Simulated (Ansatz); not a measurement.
Ansatz results at the PBE0-D4/def2-TZVP geometry: LUMO energy (ωB97M-V/def2-TZVPP) 1.89 eV; LUMO energy (B3LYP/def2-TZVPP) -0.26 eV; LUMO energy (PBE/def2-TZVPP) -0.97 eV.

(1) Which molecule gave them?
A. `CSCc1ccccc1`
B. `Cc1cc(C)c(C)c(C)c1C`
C. `Cc1ccc(C(C)(C)C)cc1`
D. `[Si][Se]`

## Answers

(1) C. The others give `CSCc1ccccc1`: 1.54, -0.62, -1.34; `[Si][Se]`: -0.49, -2.58, -3.17; `Cc1cc(C)c(C)c(C)c1C`: 2.17, 0.03, -0.67.

B3LYP here is the variant with VWN-RPA as its local correlation; programs differ in this.
